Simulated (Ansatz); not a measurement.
A run on CH$_{5}$AlClN with other settings.

```yaml
crystal:
  periodic: [false, false, false]
  atoms:
    - {symbol: N, position_ang: [-0.260172, 0.870775, -0.184481]}
    - {symbol: C, position_ang: [0.472421, -0.298668, -0.847589]}
    - {symbol: Al, position_ang: [0.091748, -0.673049, 1.013030]}
    - {symbol: Cl, position_ang: [-1.743196, -1.648147, 1.439958]}
    - {symbol: H, position_ang: [0.249863, 1.743105, -0.198123]}
    - {symbol: H, position_ang: [-1.188794, 1.022337, -0.554682]}
    - {symbol: H, position_ang: [-0.103929, -0.693285, -1.679897]}
    - {symbol: H, position_ang: [1.456888, 0.018024, -1.183260]}
    - {symbol: H, position_ang: [1.113670, -0.387392, 2.178044]}
basis:
  gaussian: {orbitals: ANO-RCC-VTZP}
hamiltonian: {xc: {name: CAM-B3LYP}, dispersion: d3bj}
```

```sh
$ ansatz run in.yaml --threads 2 --pin off --events-out ev --progress --plain --max-ram 4352MiB
```

Output, abridged:

```
Functional definition: CAM-B3LYP
1464 factors; their error is unknown
407 factors; integrals over basis functions are off by at most 2.1e-5 eV
mean field evaluation 1: about -21777.4424 eV, gradient 5.3e1 eV
mean field evaluation 2: about -21776.3282 eV, gradient 5.8e1 eV
mean field evaluation 4: about -21783.3195 eV, gradient 2.3e0 eV
mean field evaluation 8: about -21783.3301 eV, gradient 2.9e-2 eV
mean field evaluation 16: about -21783.3460 eV, gradient 3.0e-5 eV
mean field -21783.34601457 eV, -800.5232007531 hartree, gradient 3.0e-5 eV, S^2 0.000000; 0 other end points of the search recorded, 0 dependent functions left out
reference -21783.34616394 eV, -800.5232062423 hartree; 24, 24 occupied and 174, 174 virtual orbitals, 1464 factors
Total energy: -21783.50205169 eV, -800.5289350116 hartree
Relativity: scalar
```

Run time 8 s (2 threads of an Arm Neoverse V2 on a shared host); peak host memory 0.54 GiB.
